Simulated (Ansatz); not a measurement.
These are B3LYP-D3(BJ)/def2-SVP in Ansatz (a first-principles code) values and carry that method's errors. No frequencies were computed at this level.

Ansatz 0.2 input:
```yaml
crystal:
  periodic: [false, false, false]
  atoms:
    - { symbol: B, position_ang: [2.193582, 0.385487, 0.244395] }
    - { symbol: C, position_ang: [0.706696, 0.20247, -0.02728] }
    - { symbol: C, position_ang: [-0.212641, -0.55319, 0.669725] }
    - { symbol: C, position_ang: [-1.502957, -0.48494, 0.129293] }
    - { symbol: F, position_ang: [-2.551576, -1.142427, 0.648898] }
    - { symbol: C, position_ang: [-1.603481, 0.311945, -0.976879] }
    - { symbol: S, position_ang: [-0.091989, 0.99397, -1.369088] }
    - { symbol: H, position_ang: [2.83199, 1.070294, -0.453126] }
    - { symbol: H, position_ang: [2.675154, -0.166344, 1.153836] }
    - { symbol: H, position_ang: [0.034979, -1.135086, 1.538594] }
    - { symbol: H, position_ang: [-2.479759, 0.517821, -1.558368] }
basis:
  gaussian: { orbitals: def2-svp }
hamiltonian:
  xc: b3lyp
  dispersion: d3bj
relax:
  max_steps: 150
```

Output:

```
Functional definition: B3LYP
1368 factors; integrals over basis functions are off by at most 2.5e-4 eV
mean field evaluation 1: about -18421.9139 eV, gradient 6.1e1 eV
mean field evaluation 2: about -18408.4041 eV, gradient 9.2e1 eV
mean field evaluation 4: about -18431.8464 eV, gradient 9.8e0 eV
mean field evaluation 8: about -18432.1291 eV, gradient 3.4e-1 eV
mean field evaluation 16: about -18432.1294 eV, gradient 6.3e-5 eV
mean field -18432.12943023 eV, -677.3682628150 hartree, gradient 1.1e-5 eV, S^2 0.000000; 0 other end points of the search recorded, 0 dependent functions left out
reference -18432.12967613 eV, -677.3682718517 hartree; 29, 29 occupied and 93, 93 virtual orbitals, 1368 factors
relax step   1: F+E_penalty+E_count = -18432.67237521 eV  Δ(F+E_penalty+E_count) = +0.000e0 eV  max|allowed force component| = 9.725e-1 eV/Å  Δτ_max = 0.0000 Å  (30 SCF iters, accepted)
these checks for a lower state are left out or cut short: starts, cluster_reference, orbital_swaps, neighbouring_geometries, increment
1368 factors; integrals over basis functions are off by at most 2.5e-4 eV
mean field -18432.18789212 eV, -677.3704112499 hartree, gradient 1.1e-5 eV, S^2 0.000000; 0 other end points of the search recorded, 0 dependent functions left out
reference -18432.18814001 eV, -677.3704203595 hartree; 29, 29 occupied and 93, 93 virtual orbitals, 1368 factors
relax step   2: F+E_penalty+E_count = -18432.73033258 eV  Δ(F+E_penalty+E_count) = -5.796e-2 eV  max|allowed force component| = 3.298e-1 eV/Å  Δτ_max = 0.0331 Å  (34 SCF iters, accepted)
these checks for a lower state are left out or cut short: starts, cluster_reference, orbital_swaps, neighbouring_geometries, increment
1368 factors; integrals over basis functions are off by at most 2.5e-4 eV
mean field evaluation 32: about -18432.1942 eV, gradient 1.1e-5 eV
mean field -18432.19416524 eV, -677.3706417825 hartree, gradient 1.1e-5 eV, S^2 0.000000; 0 other end points of the search recorded, 0 dependent functions left out
reference -18432.19441391 eV, -677.3706509212 hartree; 29, 29 occupied and 93, 93 virtual orbitals, 1368 factors
relax step   3: F+E_penalty+E_count = -18432.73642333 eV  Δ(F+E_penalty+E_count) = -6.091e-3 eV  max|allowed force component| = 4.760e-2 eV/Å  Δτ_max = 0.0125 Å  (35 SCF iters, accepted)
these checks for a lower state are left out or cut short: starts, cluster_reference, orbital_swaps, neighbouring_geometries, increment
1368 factors; integrals over basis functions are off by at most 2.5e-4 eV
mean field -18432.19418106 eV, -677.3706423641 hartree, gradient 9.5e-6 eV, S^2 0.000000; 0 other end points of the search recorded, 0 dependent functions left out
reference -18432.19442979 eV, -677.3706515045 hartree; 29, 29 occupied and 93, 93 virtual orbitals, 1368 factors
relax step   4: F+E_penalty+E_count = -18432.73653738 eV  Δ(F+E_penalty+E_count) = -1.140e-4 eV  max|allowed force component| = 2.058e-2 eV/Å  Δτ_max = 0.0026 Å  (26 SCF iters, accepted)
these checks for a lower state are left out or cut short: starts, cluster_reference, orbital_swaps, neighbouring_geometries, increment
1368 factors; integrals over basis functions are off by at most 2.5e-4 eV
mean field -18432.19419926 eV, -677.3706430327 hartree, gradient 7.7e-6 eV, S^2 0.000000; 0 other end points of the search recorded, 0 dependent functions left out
reference -18432.19444799 eV, -677.3706521733 hartree; 29, 29 occupied and 93, 93 virtual orbitals, 1368 factors
relax step   5: F+E_penalty+E_count = -18432.73655681 eV  Δ(F+E_penalty+E_count) = -1.944e-5 eV  max|allowed force component| = 8.401e-3 eV/Å  Δτ_max = 0.0020 Å  (24 SCF iters, accepted)
1368 factors; integrals over basis functions are off by at most 2.5e-4 eV
mean field -18432.19419926 eV, -677.3706430327 hartree, gradient 7.7e-6 eV, S^2 0.000000; 1 other end points of the search recorded, 0 dependent functions left out
reference -18432.19444799 eV, -677.3706521733 hartree; 29, 29 occupied and 93, 93 virtual orbitals, 1368 factors
Total energy: -18432.73680554 eV, -677.3905834460 hartree
Atom 0 at     2.193449     0.390202     0.238326 Å, force    -0.000235    -0.000429    -0.000494 eV/Å
Atom 1 at     0.707686     0.200776    -0.024828 Å, force    -0.000901     0.003184    -0.005937 eV/Å
Atom 2 at    -0.219665    -0.563060     0.680530 Å, force     0.003437     0.004003    -0.006105 eV/Å
Atom 3 at    -1.516229    -0.489139     0.130572 Å, force    -0.008401    -0.004706     0.002630 eV/Å
Atom 4 at    -2.560516    -1.140447     0.643370 Å, force    -0.003443    -0.000595     0.001781 eV/Å
Atom 5 at    -1.607840     0.318070    -0.986952 Å, force     0.002025    -0.001694     0.001729 eV/Å
Atom 6 at    -0.082930     0.997185    -1.371696 Å, force     0.003219     0.000575     0.006547 eV/Å
Atom 7 at     2.859629     1.096112    -0.477210 Å, force     0.001588    -0.000546    -0.000095 eV/Å
Atom 8 at     2.700259    -0.175917     1.175017 Å, force     0.000987     0.000844     0.000262 eV/Å
Atom 9 at     0.031606    -1.153603     1.562083 Å, force    -0.001187     0.000020     0.000451 eV/Å
Atom 10 at    -2.505451     0.519820    -1.569213 Å, force     0.002910    -0.000657    -0.000769 eV/Å
Dipole moment:    -0.173873     0.039619    -0.113707 e Å
```

Cost: around 50 core-seconds (rough).
